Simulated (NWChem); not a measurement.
Molecule: GaH₃SO₂; SMILES [OH][Ga]([OH])[SH]

```xyz
7

Ga     0.0066     0.3043     0.0000
O     -1.4818     1.2774     0.0000
H     -1.3570     2.2312     0.0000
O      1.6432     1.0091     0.0000
H      1.6859     1.9704     0.0000
S     -0.1615    -1.8724     0.0000
H      1.1833    -2.0177     0.0000
```
Atoms are numbered in this order, from 1.

All runs use the structure optimised with PBE0/def2-SVP.

**Question.** Give the principal values of the shielding tensors (ppm) of Ga1, O2, O4, S6 from B3LYP/6-31G* (spherical d), GIAO (NWChem), with their diamagnetic and paramagnetic parts as GIAO splits them.

**Answer.** 
```json
[
 {"atom": "Ga1", "σ11": "1371.4", "σ22": "1610.8", "σ33": "1750.9", "isotropic": "1577.7", "diamagnetic": "2642.9", "paramagnetic": "-1065.2"},
 {"atom": "O2", "σ11": "176.6", "σ22": "275.8", "σ33": "320.3", "isotropic": "257.6", "diamagnetic": "385.3", "paramagnetic": "-127.7"},
 {"atom": "O4", "σ11": "180.1", "σ22": "263.6", "σ33": "322.1", "isotropic": "255.3", "diamagnetic": "385.6", "paramagnetic": "-130.3"},
 {"atom": "S6", "σ11": "678.4", "σ22": "733.7", "σ33": "870.2", "isotropic": "760.8", "diamagnetic": "1056.0", "paramagnetic": "-295.2"}
]
```
